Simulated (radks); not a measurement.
All-electron atom: Ir X in [Xe] 4f14. All-electron calculation, scalar-relativistic Kohn-Sham, BLYP, spin-polarised, spherical densities, finite nucleus; Fermi nuclear charge, rms radius 5.4032 fm. Program: a radial shooting solver on a logarithmic mesh with Libxc functionals.

Unscreened Slater integrals over Kohn-Sham orbitals (cm^-1). They are taken over the spin-up orbitals.

| integral | value |
|---|---|
| F0(5p,5p) | 186260 |
| F2(5p,5p) | 101530 |
| F0(5p,4f) | 226750 |
| F2(5p,4f) | 73709 |
| G2(5p,4f) | 29025 |
| G4(5p,4f) | 24594 |
| F0(5p,5s) | 196150 |
| G1(5p,5s) | 132520 |
| F0(4f,4f) | 380960 |
| F2(4f,4f) | 188370 |
| F4(4f,4f) | 119750 |
| F6(4f,4f) | 86606 |
| F0(4f,5s) | 248570 |
| G3(4f,5s) | 35814 |
| F0(5s,5s) | 208510 |
